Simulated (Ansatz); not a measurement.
Basis-set extrapolation for `CN(BF)CF` (PBE0-D4/def2-TZVP geometry, frozen core, Ansatz 0.2.0). Multiplicity 1, RHF reference.

```json
{"": "HF", "def2-TZVPP": "-357.485917", "def2-QZVPP": "-357.502213"}
{"": "MP2 correlation", "def2-TZVPP": "-1.146928", "def2-QZVPP": "-1.238513"}
{"": "CCSD(T) correlation", "def2-TZVPP": "-1.221912", "def2-QZVPP": "not run"}
```

Energies in hartree. Use E(X) = E(∞) + A·exp(−7.88·√X) for Hartree–Fock and E(X) = E(∞) + B·X^(−2.97) for correlation, with X = 3 and 4, and add CCSD(T) minus MP2 of the smaller set to the MP2 limit.

What is the CCSD(T) energy at the basis-set limit?

HF limit: -357.502213 + (-0.016296) × 0.13774 = -357.50446. MP2 limit: -1.238513 + (-0.091585) × 0.74074 = -1.30635. Higher-order term: -1.221912 − (-1.146928) = -0.07498. Total: -358.88579 hartree, 4.84 eV below CCSD(T)/def2-TZVPP.
